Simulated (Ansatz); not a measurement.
`FB(Br)Br` + HCl → `ClB(Br)Br` + H–F at 400 K and 1 bar (ligand exchange at a B–F bond).

Computed with Ansatz on PBE0-D4/def2-TZVP structures; ΔE is electronic, products minus reactants. CCSD(T)/CBS adds triple-zeta CCSD(T) − MP2 to the extrapolated MP2 energy (def2 sets, frozen cores). This one scheme is used for every species. For Br outer-core shells are correlated without core-valence functions, which leaves a few kJ/mol of doubt a bond. Scalar relativity is left out up to krypton.

```csv
species,CCSD(T)/CBS energy (Eh),H − E (kJ/mol),S (J/(mol·K))
`FB(Br)Br`,-5271.35159,42.3,329.8
HCl,-460.38127,29.6,195.4
`ClB(Br)Br`,-5631.31790,39.4,342.0
H–F,-100.39570,36.5,182.2
```

H − E and S are ideal-gas, rigid-rotor, harmonic terms from PBE0-D4/def2-TZVP. 1 Eh = 2625.50 kJ/mol, R = 8.31446 J/(mol·K).

By hand: ΔE, ΔH, ΔS and ΔG.

ΔE = (-5631.31790) + (-100.39570) − (-5271.35159) − (-460.38127) = 0.01926 Eh = 50.6 kJ/mol. Δ(H − E) = 39.4 + 36.5 − 42.3 − 29.6 = 4.0, so ΔH = 54.6 kJ/mol. ΔS = 342.0 + 182.2 − 329.8 − 195.4 = -1.0 J/(mol·K). ΔG = 54.6 − 400 × (-1.0)/1000 = 55.0 kJ/mol.

By hand: the equilibrium constant, and the temperature at which ΔG would vanish if ΔH and ΔS stayed fixed.

log₁₀ K = −ΔG/(RT ln 10) = -7.2. ΔH and −TΔS have one sign here, so there is no such temperature.

The number of gas molecules stays the same, so ΔS is small and ΔH decides. A doubt of 5 kJ/mol in ΔE shifts log₁₀ K by 0.7 here. These are equilibria of isolated gas molecules and say nothing of rates. Largest T1 diagnostic: 0.010 (customary marks: 0.02 for closed shells, 0.045 for open ones).

ΔS is within the doubt of such terms, so its sign, and with it that verdict, could turn.
